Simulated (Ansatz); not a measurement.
**Molecular dynamics of GaH5O3S**

Input:

```yaml
crystal:
  periodic: [false, false, false]
  atoms:
    - { symbol: Ga, position_ang: [-0.419969, -0.259024, -0.222069] }
    - { symbol: S, position_ang: [1.851753, 0.748105, -0.666558] }
    - { symbol: O, position_ang: [-0.863498, -1.664976, -1.239203] }
    - { symbol: O, position_ang: [-1.579352, 1.092388, 0.006167] }
    - { symbol: H, position_ang: [1.517575, 0.186963, 0.72315] }
    - { symbol: O, position_ang: [0.540689, -0.560256, 1.39591] }
    - { symbol: H, position_ang: [1.359358, 1.977774, -0.384882] }
    - { symbol: H, position_ang: [-0.248948, -2.407061, -1.177148] }
    - { symbol: H, position_ang: [-2.298687, 1.088617, -0.638466] }
    - { symbol: H, position_ang: [0.14108, -0.202427, 2.203099] }
basis:
  gaussian: { orbitals: def2-SVP }
hamiltonian:
  xc: b3lyp
md:
  timestep: 0.5
  n_steps: 150
  ensemble: nve
  temperature: 100.0
  initial_velocities: maxwell_boltzmann
  seed: 2362
```

Launched with:

```bash
$ ansatz run input.yaml --threads 2 --pin off --max-ram 3072MiB --backend cpu --events-out ev --progress --plain --runs-dir out
```

It starts at the highest image of a converged band, a first-order saddle point between two minima.

Output, in part (one step line in 6, the closing report, with atoms numbered from 0):

```
md step     0: t =     0.00 fs  T =   100.0 K  F+E_penalty+E_count = -69425.15842155 eV  E_kin = 0.103408 eV  conserved = -69425.05501355 eV  (26 SCF iters)
md step     6: t =     3.00 fs  T =    79.4 K  F+E_penalty+E_count = -69425.13665663 eV  E_kin = 0.082063 eV  conserved = -69425.05459394 eV  (26 SCF iters)
md step    12: t =     6.00 fs  T =    94.7 K  F+E_penalty+E_count = -69425.15250984 eV  E_kin = 0.097897 eV  conserved = -69425.05461258 eV  (26 SCF iters)
md step    18: t =     9.00 fs  T =   153.9 K  F+E_penalty+E_count = -69425.21394455 eV  E_kin = 0.159168 eV  conserved = -69425.05477677 eV  (26 SCF iters)
md step    24: t =    12.00 fs  T =   183.5 K  F+E_penalty+E_count = -69425.24554732 eV  E_kin = 0.189729 eV  conserved = -69425.05581802 eV  (25 SCF iters)
md step    30: t =    15.00 fs  T =   201.7 K  F+E_penalty+E_count = -69425.26410038 eV  E_kin = 0.208615 eV  conserved = -69425.05548525 eV  (26 SCF iters)
md step    36: t =    18.00 fs  T =   232.4 K  F+E_penalty+E_count = -69425.29527170 eV  E_kin = 0.240365 eV  conserved = -69425.05490682 eV  (26 SCF iters)
md step    42: t =    21.00 fs  T =   288.3 K  F+E_penalty+E_count = -69425.35275751 eV  E_kin = 0.298084 eV  conserved = -69425.05467328 eV  (26 SCF iters)
md step    48: t =    24.00 fs  T =   395.1 K  F+E_penalty+E_count = -69425.46498850 eV  E_kin = 0.408589 eV  conserved = -69425.05639961 eV  (25 SCF iters)
md step    54: t =    27.00 fs  T =   418.7 K  F+E_penalty+E_count = -69425.48953394 eV  E_kin = 0.433021 eV  conserved = -69425.05651335 eV  (26 SCF iters)
md step    60: t =    30.00 fs  T =   402.7 K  F+E_penalty+E_count = -69425.47113776 eV  E_kin = 0.416426 eV  conserved = -69425.05471218 eV  (26 SCF iters)
md step    66: t =    33.00 fs  T =   527.8 K  F+E_penalty+E_count = -69425.60134307 eV  E_kin = 0.545838 eV  conserved = -69425.05550504 eV  (25 SCF iters)
md step    72: t =    36.00 fs  T =   455.5 K  F+E_penalty+E_count = -69425.52407949 eV  E_kin = 0.470995 eV  conserved = -69425.05308414 eV  (26 SCF iters)
md step    78: t =    39.00 fs  T =   576.3 K  F+E_penalty+E_count = -69425.65224126 eV  E_kin = 0.595948 eV  conserved = -69425.05629306 eV  (26 SCF iters)
md step    84: t =    42.00 fs  T =   549.7 K  F+E_penalty+E_count = -69425.62287929 eV  E_kin = 0.568428 eV  conserved = -69425.05445123 eV  (27 SCF iters)
md step    90: t =    45.00 fs  T =   595.5 K  F+E_penalty+E_count = -69425.67131142 eV  E_kin = 0.615799 eV  conserved = -69425.05551262 eV  (25 SCF iters)
md step    96: t =    48.00 fs  T =   632.3 K  F+E_penalty+E_count = -69425.71133521 eV  E_kin = 0.653825 eV  conserved = -69425.05750994 eV  (25 SCF iters)
md step   102: t =    51.00 fs  T =   494.0 K  F+E_penalty+E_count = -69425.56471281 eV  E_kin = 0.510788 eV  conserved = -69425.05392503 eV  (26 SCF iters)
md step   108: t =    54.00 fs  T =   597.5 K  F+E_penalty+E_count = -69425.67467052 eV  E_kin = 0.617910 eV  conserved = -69425.05676027 eV  (25 SCF iters)
md step   114: t =    57.00 fs  T =   589.9 K  F+E_penalty+E_count = -69425.66789224 eV  E_kin = 0.609963 eV  conserved = -69425.05792943 eV  (25 SCF iters)
md step   120: t =    60.00 fs  T =   385.0 K  F+E_penalty+E_count = -69425.45173747 eV  E_kin = 0.398084 eV  conserved = -69425.05365333 eV  (27 SCF iters)
md step   126: t =    63.00 fs  T =   494.7 K  F+E_penalty+E_count = -69425.56857209 eV  E_kin = 0.511610 eV  conserved = -69425.05696253 eV  (25 SCF iters)
md step   132: t =    66.00 fs  T =   510.6 K  F+E_penalty+E_count = -69425.58612539 eV  E_kin = 0.528025 eV  conserved = -69425.05810041 eV  (25 SCF iters)
md step   138: t =    69.00 fs  T =   325.8 K  F+E_penalty+E_count = -69425.39077430 eV  E_kin = 0.336952 eV  conserved = -69425.05382205 eV  (26 SCF iters)
md step   144: t =    72.00 fs  T =   394.9 K  F+E_penalty+E_count = -69425.46412729 eV  E_kin = 0.408311 eV  conserved = -69425.05581647 eV  (25 SCF iters)
md step   150: t =    75.00 fs  T =   527.1 K  F+E_penalty+E_count = -69425.60311039 eV  E_kin = 0.545017 eV  conserved = -69425.05809337 eV  (27 SCF iters)
Total energy: -69425.60336873 eV, -2551.3438654368 hartree
Atom 0 at    -0.280797    -0.129711    -0.444921 Å, force    -0.617963    -0.480677     0.825716 eV/Å
Atom 1 at     1.656066     0.717763    -0.761583 Å, force     1.194471     0.535437    -0.317497 eV/Å
Atom 2 at    -0.919154    -1.711229    -0.939108 Å, force     0.423734    -0.702410    -0.879284 eV/Å
Atom 3 at    -1.547814     0.981763     0.133158 Å, force    -0.194244     0.236215     0.257581 eV/Å
Atom 4 at     1.249897    -0.346841     2.150755 Å, force    -0.471360    -0.203106    -0.161591 eV/Å
Atom 5 at     0.415290    -0.835050     1.996191 Å, force     0.675769     0.003798    -0.610350 eV/Å
Atom 6 at     1.136998     1.937061    -0.487954 Å, force     0.083735     0.091524    -0.013051 eV/Å
Atom 7 at    -0.366952    -2.114279    -1.642421 Å, force    -0.467936     0.125756     0.555672 eV/Å
Atom 8 at    -2.358357     0.471605     0.249178 Å, force    -0.233401     0.088217    -0.013138 eV/Å
Atom 9 at    -0.220632    -0.431715     2.586683 Å, force    -0.392804     0.305245     0.355942 eV/Å
Dipole moment:     0.170820     0.058880     0.370905 e Å
```

All steps were run. The conserved energy stayed within 0.33 meV per atom of its start (net change -0.31 meV per atom), so the integration is sound. The system heated up, since it started high on the potential surface and ran downhill. A run of 0.075 ps of so small a system gives no equilibrium averages. The orbitals stay closed-shell, which can raise the energy where a bond breaks towards radicals; this wasn't checked here.

The step under study would form Ga1–O6, S2–H5 and break Ga1–S2, H5–O6. These pairs go: Ga1–O6 1.91 → 2.63 Å, S2–H5 1.54 → 3.13 Å, Ga1–S2 2.52 → 2.14 Å, H5–O6 1.40 → 0.98 Å. In the last frame they stand as before the step (other bonds may differ from the relaxed reactants and products). It ends as GaH3O2S + H2O. Pairs count as bonded within 1.25 times the sum of covalent radii (0.12 Å more for H–H).

Last frame:

```xyz
10
Properties=species:S:1:pos:R:3
Ga -0.281 -0.130 -0.445
S 1.656 0.718 -0.762
O -0.919 -1.711 -0.939
O -1.548 0.982 0.133
H 1.250 -0.347 2.151
O 0.415 -0.835 1.996
H 1.137 1.937 -0.488
H -0.367 -2.114 -1.642
H -2.358 0.472 0.249
H -0.221 -0.432 2.587
```

Run time: 16 min on 2 threads of Intel(R) Xeon(R) Platinum 8259CL CPU @ 2.50GHz (Skylake/Cascade Lake) (shared host), peak memory 0.33 GiB.
